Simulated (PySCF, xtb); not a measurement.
C₃H₇AlO₂, SMILES C=C[CH2][Al]([OH])[OH].

GFN2-xTB (xtb) at its own geometry gives an orbital gap of 3.62 eV and a dipole moment of 0.75 D.

Coordinates come from a B3LYP-D3(BJ)/def2-SVP optimisation. The values are those of a single conformer.

### Question
What does PySCF with HF/def2-TZVP give? (An estimate is asked for; the answer gives what the named calculation found.)

### Answer
gap 11.81 eV (levels -9.25 and 2.56 eV), dipole 0.64 D.
